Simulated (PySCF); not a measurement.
`N[SiH2]/C=C/[SiH3]`. Method: PySCF 2.14.0, PBE0-D3(BJ)/def2-SVP geometry optimisation, gas phase.

```
atom  x, y, z in Å
N1    -2.3833    0.5581   -0.0299
Si2   -1.7510   -0.8356    0.7826
C3     0.1204   -0.7182    0.7998
C4     0.7932    0.1485    0.0211
Si5    2.6567    0.3170    0.0004
H6    -3.2542    0.4785   -0.5416
H7    -2.3010    1.4741    0.3975
H8    -2.2232   -2.0249    0.0072
H9    -2.2054   -1.0245    2.2022
H10    0.6873   -1.3751    1.4764
H11    0.1985    0.7949   -0.6424
H12    3.0728    1.6973    0.4044
H13    3.2006    0.0716   -1.3723
H14    3.2526   -0.6709    0.9509
```

Task: Which two atoms are farthest apart?

Result: H6···H14, 6.77 Å; the next longest distance is 6.57 Å.

Task: Work out the bond lengths N1–H6, Si2–C3, Si2–H8, Si2–H9, C3=C4, Si5–H13 in Å.

Result: For N1–H6 the difference vector is (-0.8709, -0.0796, -0.5117) Å, of length 1.0132 Å. N1–H6 1.013; Si2–C3 1.875; Si2–H8 1.496; Si2–H9 1.502; C3=C4 1.345; Si5–H13 1.497 Å.

Task: Give the dihedral angles C3–C4–Si5–H13, H7–N1–Si2–C3, H8–Si2–C3–C4, H11–C4–Si5–H12.

Result: C3–C4–Si5–H13 122° (anticlinal); H7–N1–Si2–C3 -69° (synclinal); H8–Si2–C3–C4 103° (anticlinal); H11–C4–Si5–H12 61° (synclinal). Dihedral signs follow IUPAC: positive where, seen along the central bond, the front bond turns clockwise onto the rear one.

Task: Where is the centre of mass (commonest isotopes), and what is the radius of gyration?

Result: Mass 103.027 u; centre at (0.033, -0.137, 0.332) Å; Rg = √(Σ m r²/M) = 2.195 Å. As Ia + Ib + Ic = 2 Σ m r², the three principal moments sum to 992.8 u·Å².

Task: How far apart are these pairs, which share no bond: Si5···H6, H7···H8, H8···H10, H10···H12, H11···H12, H13···H14?

Result: Si5···H6 5.938 Å (5 bonds apart); H7···H8 3.522 Å (3 bonds apart); H8···H10 3.324 Å (3 bonds apart); H10···H12 4.035 Å (4 bonds apart); H11···H12 3.189 Å (3 bonds apart); H13···H14 2.440 Å (2 bonds apart).

Task: What is the repulsion energy of the bare nuclei, Σ ZA·ZB/RAB?

Result: 263.23 Eh over 91 pairs, with full nuclear charges and distances in bohr; the largest single term is 29.93 Eh (N1 with Si2).

Task: How far are the heavy atoms from their best plane (unweighted least squares)?

Result: 0.057 Å rms; N1 0.04, Si2 0.05, C3 0.07, C4 0.09, Si5 0.03 Å (magnitudes).

Task: What are the angles H6–N1–H7, C3–Si2–H8, N1–Si2–H9, N1–Si2–H8, Si2–C3–C4, C3–C4–H11, C4–Si5–H13?

Result: From the scalar product of the two bond vectors; for H6–N1–H7 it is -0.3633 Å² over 1.0132 × 1.0141 Å², cos θ = -0.3535. H6–N1–H7 110.7°; C3–Si2–H8 111.7°; N1–Si2–H9 115.7°; N1–Si2–H8 106.3°; Si2–C3–C4 122.3°; C3–C4–H11 117.2°; C4–Si5–H13 110.9°.

Task: Write the matrix of distances between heavy atoms (Å, lower triangle).

Result: 
```
N1    0.000
Si2   1.733  0.000
C3    2.930  1.875  0.000
C4    3.203  2.832  1.345  0.000
Si5   5.046  4.623  2.854  1.871  0.000
```

No PBE0-D3(BJ)/def2-SVP frequencies stand behind this structure, so it isn't proved a minimum. The numbers are those of one conformer.

Hardware: Arm Neoverse V1, one thread, no GPU, shared host. Cost: 48 s wall. That covers the optimisation of the geometry.
